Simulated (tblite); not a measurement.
Isomers of C7H7ClN (doublet state). Method: GFN2-xTB as coded in tblite; computed harmonic values from a numerical Hessian at the method's own geometry, unscaled. The method is semi-empirical: single wavenumbers can be off by several per cent or more. One conformer each. Open shells enter through the occupations alone, without spin polarisation, and single modes of such species can be off by tens of per cent.

Electronic energies: GFN2-xTB at the same geometries; isomer energies are rough at this level and their order can be wrong.

```json
{"SMILES": "N#CC/C=[C]\\C=C\\CCl", "electronic energy, lowest = 0 (kcal/mol)": "2.2"}
{"SMILES": "C=C(C#N)[C@@]1(Cl)[CH]CC1", "electronic energy, lowest = 0 (kcal/mol)": "0.0"}
{"SMILES": "C=C(C#N)C1(Cl)C[CH]C1", "electronic energy, lowest = 0 (kcal/mol)": "2.8"}
```

Problem. How do GFN2-xTB zero-point energies change the relative energies?

Solution. 
| SMILES | ZPE (kcal/mol) | of it from modes above 1550 cm⁻¹ | electronic (kcal/mol) | with ZPE, lowest = 0 (kcal/mol) | lowest mode (cm⁻¹) | rings |
| --- | --- | --- | --- | --- | --- | --- |
| C=C(C#N)[C@@]1(Cl)[CH]CC1 | 72.5 | 36.3 | 0.0 | 0.0 | 34 | 1 |
| N#CC/C=[C]\C=C\CCl | 71.9 | 36.3 | 2.2 | 1.6 | 25 | 0 |
| C=C(C#N)C1(Cl)C[CH]C1 | 72.2 | 36.0 | 2.8 | 2.5 | 31 | 1 |

The zero-point energies span 0.6 kcal/mol, from `N#CC/C=[C]\C=C\CCl` to `C=C(C#N)[C@@]1(Cl)[CH]CC1`. The order is unchanged.

Problem. What do entropy and thermal enthalpy add at 298.15 K and 1 bar (rigid rotor, harmonic oscillator, one conformer each)?

Solution. 
| SMILES | point group | symmetry number | S (cal/(mol K)) | H − H(0) (kcal/mol) | ZPE + H − H(0) − TS (kcal/mol) |
| --- | --- | --- | --- | --- | --- |
| C=C(C#N)[C@@]1(Cl)[CH]CC1 | C1 | 1 | 98.9 | 6.67 | 49.7 |
| N#CC/C=[C]\C=C\CCl | C1 | 1 | 106.7 | 7.15 | 47.2 |
| C=C(C#N)C1(Cl)C[CH]C1 | Cs | 1 | 98.5 | 6.57 | 49.5 |

S holds R ln(2S + 1) for the spin.
